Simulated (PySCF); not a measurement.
Molecule: Zn(SiMe3)(GeH3), SMILES C[Si](C)(C)[Zn][GeH3] (C3H12GeSiZn). Atoms near the plane z = 0.0 Å, at the GFN2-xTB optimised geometry (x, y, z in Å): Zn1 (-0.8, -0.7, 0.0), Si2 (-2.0, 1.4, 0.0), C4 (-0.9, 2.9, -0.2), H10 (-0.1, 3.0, 0.6), H11 (-1.4, 3.8, -0.2), Ge15 (0.5, -2.9, 0.0), H17 (2.0, -2.9, 0.0).

Computed with B3LYP/def2-SVP (PySCF). Cells within 0.4 Å of a nucleus heavier than hydrogen are left out (blank, or x). The values are rescaled to run from 0 to 1.

```
|11111111111111111111111111111|
|11111111122111111111111111111|
|11111112222211111111111111111|
|11111122234421111111111111111|
|11112222259962111111111111111|
|11122222279997311111111111111|
|11122222359999932111111111111|
|111222234699x9952111111111111|
|11112236999999942211111111111|
|11112259999999522222111111111|
|111123799x9996322222211111111|
|111123899xx996333222211111111|
|11122379999997543322211111111|
|11222359999999974322211111111|
|12222235899999996322111111111|
|122222345999x9996322111111111|
|122222335999xx996321111111111|
|12222233599999996311000111111|
|12222223469999999821000001111|
|11222223346799999985200000111|
|111222223334999x9999910000111|
|111122222224999xx999910000011|
|11111112222379999999300000011|
|11111111111239999931000000011|
|11111111111112465310000000011|
|11111111110000000000000000011|
|11111111110000000000000000011|
|11111111110000000000000000011|
|11111111110000000000000000111|
```
Scale: ten equal steps from 0.000 (start of '0') to 1.00 (end of '9'), in the order '0123456789'; x runs from -6.00 to 6.00, y from -6.00 (bottom) to 6.00 (top).

Q: Which quantity is mapped?
A. an orbital amplitude
B. deformation density (molecule minus spherical neutral atoms)
C. electrostatic potential
D. Laplacian of the electron density

A: C, electrostatic potential. In full: electrostatic potential (hartree/e), clipped to [-0.08, 0.12].
